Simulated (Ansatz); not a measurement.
Gas-phase electronic energies from Ansatz, PBE0-D4/def2-TZVP geometries. CBS: MP2 limit from def2 TZ/QZ plus the TZ coupled-cluster correction, frozen cores. DFT in def2-TZVPP. B3LYP here is the variant with VWN-RPA as its local correlation; programs differ in this. Each species was taken in one conformer, which may not be the lowest.

Reaction (isomerisation): `BOC(C)=O` → `OC1(O)BC1`

```tsv
level	ΔE (kJ/mol)	difference from CCSD(T)/CBS
ωB97X-V	293.8	-3.1
PBE-QIDH	291.5	-5.4
revPBE	287.9	-9.0
B3LYP	308.2	11.3
r2SCANh	292.7	-4.2
RPA@PBE/def2-TZVPP	310.4	13.5
CCSD/def2-SVP	325.0	28.1
MP2/def2-TZVPP	303.4	6.5
CCSD(T)/def2-TZVPP	304.7	7.8
MP2/CBS(def2)	295.6	-1.3
CCSD(T)/CBS	296.9	0
```

Largest T1 diagnostic among the species: 0.015.

In def2-TZVPP, CCSD(T) changes the Hartree–Fock value by −34.3 kJ/mol (the triples alone add +0.5 kJ/mol) and MP2 by −35.6 kJ/mol. At CCSD(T), def2-SVP lies +31.7 kJ/mol from the extrapolated value and def2-TZVPP +7.8 kJ/mol.
